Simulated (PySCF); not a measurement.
Job file and geometry (Å, from GFN2-xTB) of an NMR shielding run on SMILES C1([SiH3])=C(C)CP(P)C1, C₅H₁₂P₂Si, PySCF 2.14.0, density-fitted response routines, GIAO PBE0/pcSseg-1 NMR shielding, non-relativistic, gas phase; density fitting, a coarse starting grid and PySCF grid level 2 are the driver's defaults:

```
$ OMP_NUM_THREADS=1 python probes_run.py task.json out

{"job": {"kind": "nmr", "xc": "PBE0", "basis": "pcSseg-1"}, "charge": 0, "multiplicity": 1}
C     -1.601044    -1.220912    -0.999014
C     -0.464756    -0.722105    -0.171752
C     -0.439106     0.397733     0.549205
Si    -1.830112     1.653192     0.713683
C      0.836831     0.629329     1.313436
P      2.122364    -0.502247     0.573798
P      2.444225     0.660588    -1.236792
C      0.771545    -1.581895    -0.117635
H     -1.899301    -2.215506    -0.665671
H     -2.456565    -0.554731    -0.932850
H     -1.295372    -1.299107    -2.042749
H     -3.019996     1.009442     1.279914
H     -1.384070     2.716012     1.617199
H     -2.150356     2.221656    -0.597408
H      1.173087     1.668828     1.264990
H      0.701265     0.379029     2.371646
H      3.439745     1.432682    -0.640070
H      3.381382    -0.246063    -1.730731
H      1.050644    -1.976027    -1.099555
H      0.614443    -2.439220     0.547321
```

Task: What does the program print?

Result: 
```
coarse grid: 17744 points
cycle   1  E = -1169.1542727091  dE =  8.354e-01  |g| = 3.986e-01  |ddm| = 4.205e+00
cycle   2  E = -1169.1354229351  dE =  1.885e-02  |g| = 4.741e-01  |ddm| = 9.903e-01
cycle   3  E = -1169.1960498273  dE = -6.063e-02  |g| = 6.816e-02  |ddm| = 6.804e-01
cycle   4  E = -1169.1970700897  dE = -1.020e-03  |g| = 3.188e-02  |ddm| = 1.271e-01
cycle   5  E = -1169.1972973806  dE = -2.273e-04  |g| = 1.239e-02  |ddm| = 4.387e-02
cycle   6  E = -1169.1973354913  dE = -3.811e-05  |g| = 3.703e-03  |ddm| = 1.730e-02
cycle   7  E = -1169.1973386939  dE = -3.203e-06  |g| = 4.329e-04  |ddm| = 3.379e-03
final grid: 156288 points
cycle   8  E = -1169.2456927729  dE = -3.526e-05  |g| = 7.811e-03  |ddm| = 4.228e-02
cycle   9  E = -1169.2456812241  dE =  1.155e-05  |g| = 1.012e-02  |ddm| = 2.087e-02
cycle  10  E = -1169.2457091021  dE = -2.788e-05  |g| = 8.412e-04  |ddm| = 1.322e-02
cycle  11  E = -1169.2457092725  dE = -1.704e-07  |g| = 2.132e-04  |ddm| = 1.329e-03
cycle  12  E = -1169.2457092812  dE = -8.672e-09  |g| = 9.631e-05  |ddm| = 2.853e-04
cycle  13  E = -1169.2457092833  dE = -2.117e-09  |g| = 3.820e-05  |ddm| = 1.396e-04
cycle  14  E = -1169.2457092837  dE = -3.838e-10  |g| = 4.820e-06  |ddm| = 4.749e-05
converged SCF energy = -1169.2457092837

GIAO shielding tensors (ppm)
atom      isotropic    diamagn.    paramagn.     s11        s22        s33       span
  0 C      163.645     246.647     -83.002    147.321    158.543    185.070     37.749
  1 C       25.497     261.561    -236.065    -88.559     35.639    129.410    217.969
  2 C       55.758     258.390    -202.632    -35.848     57.968    145.154    181.002
  3 Si     431.663     881.756    -450.094    396.158    430.294    468.536     72.379
  4 C      140.958     253.310    -112.352    109.669    143.749    169.455     59.786
  5 P      364.080     965.990    -601.910    277.882    369.597    444.762    166.879
  6 P      528.796     966.755    -437.959    428.701    557.387    600.301    171.600
  7 C      141.722     253.693    -111.971    112.653    142.221    170.292     57.639
  8 H       29.820      28.787       1.033     25.638     27.733     36.091     10.452
  9 H       29.462      31.020      -1.558     23.931     30.031     34.424     10.494
 10 H       29.750      29.338       0.412     25.731     28.333     35.185      9.454
 11 H       27.367      29.385      -2.018     23.601     25.755     32.745      9.144
 12 H       27.682      29.287      -1.605     23.678     26.988     32.380      8.703
 13 H       27.371      29.417      -2.046     23.939     25.920     32.255      8.315
 14 H       29.583      32.508      -2.924     24.936     28.841     34.973     10.036
 15 H       28.567      31.178      -2.611     23.450     27.251     34.999     11.550
 16 H       29.641      29.868      -0.228     24.162     26.776     37.984     13.822
 17 H       29.700      29.880      -0.180     24.174     26.896     38.031     13.857
 18 H       29.872      32.449      -2.577     25.722     28.922     34.972      9.250
 19 H       28.786      31.208      -2.421     23.940     27.106     35.313     11.373
```

Size and cost of the density-fitted run: 217 basis functions, 45 s wall time on 1 thread of an Arm Neoverse V2, shared host; peak memory 0.99 GiB.
